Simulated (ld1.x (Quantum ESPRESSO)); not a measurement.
**zirconium (Zr), TM: configuration errors across variants**

| Quantity | Value |
| --- | --- |
| Element | zirconium (Zr) |
| Generator | ld1.x (Quantum ESPRESSO) 7.5 |
| Type | norm-conserving Troullier–Martins (Kleinman–Bylander form) |
| Functional | PBEsol |
| Relativity | fully relativistic |
| Frozen core | [Ar] 3d10 |
| Valence charge | 12 |
| Reference configuration | 4s2 4p6 4d2 5s1.5 5p0 (charge +0.5) |
| Partial waves | 4s (bound): rc 1.15 bohr; 4p (bound): rc 1.30 bohr; 4d (bound): rc 1.70 bohr; 4f channel at 0.45 Ry: rc 1.55 bohr |
| Local potential | all-electron potential smoothed inside 1.20 bohr (lloc = -2) |
| Core correction | none |

Open shells are filled in proportion to 2j + 1 (rel_dist='average').

Occupied shells without a wave of their own: 5s. They enter only through the test configuration that unscreens the potential.

All-electron excitation energies from the reference (eV): (1) 4s2 4p6 4d2 5s2 5p0 -2.895; (2) 4s2 4p6 4d2 5s1 5p0 4.275; (3) 4s2 4p6 4d2 5s0 5p0 17.184; (4) 4s2 4p6 4d2.5 5s1.5 5p0 -2.374; (5) 4s2 4p5 4d2 5s2 5p0 35.102; (6) 4s2 4p6 4d1 5s0 5p0 39.766; (7) 4s2 4p6 4d1 5s2 5p1 0.123.

For the base: The 5s level has no wave, so the channel is fitted at the deeper level alone: the likely source of the large errors.

Errors AE − PS in meV (a dash: test not solved or not reliable):

```tsv
change	(1)	(2)	(3)	(4)	(5)	(6)	(7)	bound ghosts
base	+47	-60	-236	+0.4	+114	-341	+90	not determined
wave 4p (bound): rc 1.30 bohr becomes 4p (bound): rc 0.88 bohr	+47	-60	-236	+0.3	+117	-338	+99	not determined
wave 4p (bound): rc 1.30 bohr becomes 4p (bound): rc 0.94 bohr	+47	-60	-237	+0.3	+114	-340	+98	not determined
wave 4p (bound): rc 1.30 bohr becomes 4p (bound): rc 1.12 bohr	+47	-60	-236	+0.4	+113	-341	+92	not determined
wave 4p (bound): rc 1.30 bohr becomes 4p (bound): rc 1.24 bohr	+47	-60	-236	+0.4	+114	-341	+90	not determined
wave 4p (bound): rc 1.30 bohr becomes 4p (bound): rc 1.34 bohr	+47	-60	-236	+0.4	+114	-341	+90	not determined
wave 4p (bound): rc 1.30 bohr becomes 4p (bound): rc 1.44 bohr	+47	-60	-236	+0.4	+113	-341	+92	not determined
wave 4p (bound): rc 1.30 bohr becomes 4p (bound): rc 1.74 bohr	+47	-60	-236	+0.4	+105	-340	+106	none
wave 4p (bound): rc 1.30 bohr becomes 4p (bound): rc 1.82 bohr	+47	-60	-236	+0.4	+102	-339	+111	none
wave 4p (bound): rc 1.30 bohr becomes 4p (bound): rc 1.98 bohr	+47	-60	-236	+0.4	+97	-338	+120	none
```

Problem. Give the same row for: wave 4p (bound): rc 1.30 bohr becomes 4p (bound): rc 1.56 bohr.

Solution. +47, -60, -236, +0.4, +111, -340, +96; bound ghosts: not determined.
